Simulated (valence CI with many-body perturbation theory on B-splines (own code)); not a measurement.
Sn XXXVI: magnetic and hyperfine properties of the levels

Calculated by valence CI with perturbative core correlation (CI+MBPT): five valence electrons over a frozen Dirac-Fock core [Ne], radial functions for each j: 9 s, 9 p, 8 d, 6 f, 3 g, 1 h, with the one-electron correlation potential Σ1, the two-electron term Σ2, the three-electron term Σ3, Breit, model QED; selected CI, second order for the rest (own B-spline code, finite nucleus).

No measured spectrum was set against this ion. As an estimate, large intervals hold to a few tenths of a per cent, small ones and those within an open d or f shell to about a per cent. Among the levels kept, up to 540 cm⁻¹ of a level comes from second order outside the variational space, and about a tenth of that is noise between levels of different J, which matters for small intervals.

A/g_I is the dipole constant over the nuclear g factor μ/I (μ in nuclear magnetons, uniformly magnetised nucleus), B/Q the quadrupole constant per barn. Both hold the static response of the core; the bare values leave it out. Large factors of s and p1/2 electrons are usually good to 5 to 10 %; those of open d and f shells near neutrality can be off by tens of per cent, and small factors of p3/2, d and f electrons come from cancelling terms and can be off by a factor of two or in sign, in half-filled shells by more. B is blank for J = 1/2, where it vanishes, and for nearly pure S terms. Energies count from the lowest level.

Levels are named by their leading jj configuration (3d3/2^4 stands for four electrons in 3d with j = 3/2), which in mixed levels can hold well under half, so a name can repeat and another be missing. Letters in brackets count levels of one name in rising energy.

```
                             Level  E (eV)      g  A/g_I (MHz)  A/g_I bare  B/Q (MHz/b)  B/Q bare
        (3s^2 3p1/2^2 3p3/2) J=3/2    0.00  1.429        48200       48300        83300     81700
        (3s^2 3p1/2 3p3/2^2) J=3/2   47.93  1.418         1600        2900        24800     24300
        (3s^2 3p1/2 3p3/2^2) J=5/2   55.27  1.195       108000      106000         -351      -341
        (3s^2 3p1/2 3p3/2^2) J=1/2   64.33  0.659       327000      318000                       
              (3s^2 3p3/2^3) J=3/2  113.09  1.275        55700       55300      -108000   -106000
        (3s^2 3p1/2^2 3d3/2) J=3/2  136.02  0.823        15500       16600        -2090     -1120
        (3s 3p1/2^2 3p3/2^2) J=5/2  138.50  1.484       196000      193000        20500     20300
        (3s^2 3p1/2^2 3d5/2) J=5/2  159.57  1.204        42900       43000        40000     40200
        (3s 3p1/2^2 3p3/2^2) J=1/2  160.31  2.272       833000      811000                       
        (3s 3p1/2^2 3p3/2^2) J=3/2  162.22  1.156       -59400      -55900       -24200    -23600
(3s^2 3p1/2 3p3/2 3d3/2) J=5/2 [a]  184.52  0.974        87800       86600       -19600    -18800
(3s^2 3p1/2 3p3/2 3d3/2) J=3/2 [a]  184.59  0.953        68200       67800       -61700    -60500
(3s^2 3p1/2 3p3/2 3d3/2) J=1/2 [a]  185.54  0.268       109000      107000                       
      (3s 3p1/2 3p3/2^3) J=3/2 [a]  188.94  1.445       118000      116000       -54200    -53000
    (3s^2 3p1/2 3p3/2 3d3/2) J=7/2  191.29  1.091        76200       75600        59900     59500
(3s^2 3p1/2 3p3/2 3d5/2) J=5/2 [a]  196.36  1.195       171000      167000      -104000   -102000
(3s^2 3p1/2 3p3/2 3d5/2) J=7/2 [a]  197.37  1.307        -5190       -3620       107000    106000
    (3s^2 3p1/2 3p3/2 3d5/2) J=9/2  204.79  1.217        57700       57400        68800     68800
(3s^2 3p1/2 3p3/2 3d3/2) J=5/2 [b]  207.66  1.309        36600       37300        30800     30500
(3s^2 3p1/2 3p3/2 3d3/2) J=1/2 [b]  209.54  1.271        91400       89200                       
(3s^2 3p1/2 3p3/2 3d5/2) J=3/2 [a]  211.52  1.150        -1440        65.2       -55800    -54500
(3s^2 3p1/2 3p3/2 3d3/2) J=3/2 [b]  212.78  1.283        -9250       -7090         3960      3540
(3s^2 3p1/2 3p3/2 3d3/2) J=1/2 [c]  218.30  1.893          542        3490                       
(3s^2 3p1/2 3p3/2 3d3/2) J=5/2 [c]  218.34  1.182        97400       96000       -30800    -29800
(3s^2 3p1/2 3p3/2 3d5/2) J=7/2 [b]  218.52  1.067        66200       65500        45900     46000
(3s^2 3p1/2 3p3/2 3d5/2) J=3/2 [b]  225.96  1.043        91500       90000        -4990     -4810
(3s^2 3p1/2 3p3/2 3d5/2) J=5/2 [b]  226.73  1.191        48700       48500        12900     13200
      (3s 3p1/2 3p3/2^3) J=3/2 [b]  231.47  1.157       100000       99000        28900     28400
    (3s^2 3p1/2 3p3/2 3d5/2) J=1/2  237.17  1.142        -3370       -2510                       
        (3s^2 3p3/2^2 3d5/2) J=7/2  254.22  1.259        29200       29800        21300     21300
        (3s^2 3p3/2^2 3d5/2) J=1/2  254.58  1.246       173000      169000                       
        (3s^2 3p3/2^2 3d5/2) J=9/2  257.12  1.219        32100       32500        75000     74800
        (3s^2 3p3/2^2 3d3/2) J=1/2  260.35  1.563        35900       35900                       
        (3s^2 3p3/2^2 3d3/2) J=5/2  260.38  1.199        74700       74100       -27100    -26800
    (3s^2 3p3/2^2 3d3/2) J=3/2 [a]  260.86  1.156        28000       28600       -34200    -34000
        (3s^2 3p3/2^2 3d3/2) J=7/2  264.08  1.093        44100       44200         8260      9280
    (3s^2 3p3/2^2 3d3/2) J=3/2 [b]  273.51  0.972        28000       28900        22500     22800
    (3s 3p1/2^2 3p3/2 3d3/2) J=5/2  275.07  1.376       163000      160000        19100     18500
    (3s^2 3p3/2^2 3d5/2) J=5/2 [a]  275.29  1.203        15800       16700       129000    127000
(3s 3p1/2^2 3p3/2 3d3/2) J=3/2 [a]  276.01  1.486       158000      156000        -5500     -5990
```

(1) Take the isotope of mass number 119, with I = 1/2, μ = -1.0459 μN. What is the hyperfine structure of (3s^2 3p1/2 3p3/2^2) J=1/2?

Results:

(1) From the table A = -683000 MHz. Shifts from the centre of gravity in MHz: F = 0: 512000, F = 1: -171000.
